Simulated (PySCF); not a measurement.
Isomers of C7H11BO2, one conformer each; single-point electronic energies without zero-point terms and without any empirical dispersion term.

All values: PBE0/pcSseg-1 (PySCF, non-relativistic), each on one gas-phase PBE0-D3(BJ)/def2-SVP geometry that isn't relaxed in the solvent. The solvent is an IEF-PCM continuum (van der Waals radii × 1.2). The model holds no explicit solvent molecules, cavitation or dispersion.

| isomer | relative energy, gas (kJ/mol) | dipole (D) |
| --- | --- | --- |
| `C=C/C=C/B1OCCCO1` | 0.0 | 2.46 |
| `C=C/C=C\B1OCCCO1` | 5.8 | 2.72 |
| `C=C(C)/C=C\[C@H]1COBO1` | 64.8 | 2.62 |
| `C#C[C@H](C)B1OCCCO1` | 87.6 | 3.48 |
| `C#CC[C@@H](C)B1OCCO1` | 103.2 | 2.97 |
| `C([C@@H](CB(O)O)CC=C)#C` | 120.7 | 3.17 |
| `[BH2-]1OC=CC(C2CCC2)=[O+]1` | 159.8 | 5.46 |

**Question.** How do the relative energies look in acetone (ε = 20.49)?

**Answer.** 
```tsv
isomer	relative energy, solvent (kJ/mol)	E(solvent) − E(gas) (kJ/mol)	dipole in solvent (D)
`C=C/C=C/B1OCCCO1`	0.0	-23.1	2.94
`C=C/C=C\B1OCCCO1`	7.3	-21.6	3.23
`C=C(C)/C=C\[C@H]1COBO1`	64.0	-23.9	3.19
`C#C[C@H](C)B1OCCCO1`	82.3	-28.4	4.27
`C#CC[C@@H](C)B1OCCO1`	99.3	-27.0	3.63
`C([C@@H](CB(O)O)CC=C)#C`	98.2	-45.7	3.95
`[BH2-]1OC=CC(C2CCC2)=[O+]1`	154.3	-28.7	6.93
```

The lowest stays, but the order above it changes. Conformers: `[CH2:1]=[CH:2]/[CH:3]=[CH:4]/[B:5]1[O:6][CH2:7][CH2:8][CH2:9][O:10]1` with C1–C2–C3–C4 -179°, C3–C4–B5–O6 0°, C4–B5–O6–C7 -179°, B5–O6–C7–C8 27°, O6–C7–C8–C9 -52°, C7–C8–C9–O10 53°; `[CH2:1]=[CH:2]/[CH:3]=[CH:4]\[B:5]1[O:6][CH2:7][CH2:8][CH2:9][O:10]1` with C1–C2–C3–C4 180°, C3–C4–B5–O6 1°, C4–B5–O6–C7 180°, B5–O6–C7–C8 -28°, O6–C7–C8–C9 53°, C7–C8–C9–O10 -52°; `[CH2:1]=[C:2]([CH3:3])/[CH:4]=[CH:5]\[C@H:6]1[CH2:7][O:8][BH:9][O:10]1` with C1–C2–C4–C5 179°, C4–C5–C6–C7 98°, C5–C6–C7–O8 131°, C6–C7–O8–B9 -10°, C7–O8–B9–O10 4°, O8–B9–O10–C6 4°; `[CH:1]#[C:2][C@H:3]([CH3:4])[B:5]1[O:6][CH2:7][CH2:8][CH2:9][O:10]1` with C2–C3–B5–O6 90°, C3–B5–O6–C7 -178°, B5–O6–C7–C8 -28°, O6–C7–C8–C9 52°, C7–C8–C9–O10 -52°; `[CH:1]#[C:2][CH2:3][C@@H:4]([CH3:5])[B:6]1[O:7][CH2:8][CH2:9][O:10]1` with C2–C3–C4–C5 61°, C3–C4–B6–O7 14°; `[CH:1]#[C:2][C@H:3]([CH2:4][CH:5]=[CH2:6])[CH2:7][B:8]([OH:9])[OH:10]` with C2–C3–C4–C5 174°, C3–C4–C5–C6 115°, C2–C3–C7–B8 -166°, C3–C7–B8–O9 -145°, C7–B8–O9–H -177°; `[BH2-:1]1[O:2][CH:3]=[CH:4][C:5]([CH:6]2[CH2:7][CH2:8][CH2:9]2)=[O+:10]1` with C4–C5–C6–C7 52°, O10–B1–O2–C3 -38°, B1–O2–C3–C4 15°, C3–C4–C5–C6 162°, C5–C6–C7–C8 -118°. `C([C@@H](CB(O)O)CC=C)#C` gains most from the continuum, while `[BH2-]1OC=CC(C2CCC2)=[O+]1` has the largest gas-phase dipole. The gains span 24.1 kJ/mol, the gas-phase energies 159.8 kJ/mol.
